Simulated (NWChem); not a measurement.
## Correlation energy of Cd

```xyz
1

Cd     0.0000     0.0000     0.0000
```
Charge 0, spin multiplicity 1.

Program: NWChem.

Basis set: def2-TZVP. Each correlation energy counts from its own Hartree-Fock reference.

Effective core potentials replace the inner electrons of Cd; spin-orbit coupling is left out. The correlated methods keep 4 core orbitals frozen. Coupled-cluster values serve here as a point of comparison, not as the truth.

Problem. For the correlation energy, MP2 gives -330.6 mHa and SCS-MP2 gives -293.7 mHa. What do CCSD, CCSD+T(CCSD), CCSD(T) give?

Solution. CCSD: -319.8 mHa; CCSD+T(CCSD): -325.8 mHa; CCSD(T): -325.6 mHa.
